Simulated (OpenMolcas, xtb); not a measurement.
## GaH2OF (SMILES [OH][GaH][F]): methods side by side

The species is GaH2OF (5 atoms), meant as a singlet with charge 0. As SMILES, `[OH][GaH][F]`. Geometry: relaxed at PBE0-D4/def2-TZVP. This is one conformer, not always the lowest.

Each level gives the HOMO–LUMO gap (eV). The values are calculated.

```
         level             kind     program  value (eV)   CPU time
      GFN1-xTB   semi-empirical         xtb        6.78  under 2 s
    HF/cc-pVDZ     Hartree–Fock  OpenMolcas       14.94      3.2 s
 SVWN5/cc-pVDZ              LDA  OpenMolcas        5.79      7.5 s
revPBE/cc-pVDZ              GGA  OpenMolcas        5.87       10 s
 M06-L/cc-pVDZ         meta-GGA  OpenMolcas        6.56       13 s
  TPSS/cc-pVDZ         meta-GGA  OpenMolcas        6.11       15 s
M06-2X/cc-pVDZ  hybrid meta-GGA  OpenMolcas       10.43       13 s
B2PLYP/cc-pVDZ    double hybrid  OpenMolcas       10.81      7.9 s
```

All-electron rows without a relativistic Hamiltonian named are non-relativistic. The values span 5.79 to 14.94 eV. Orbital gaps aren't excitation energies, and those of double hybrids come from the SCF part alone; they tend to grow with the share of exact exchange. CPU times are rough (shared hosts, several kinds of processor): they show what a rung costs within a factor of a few.
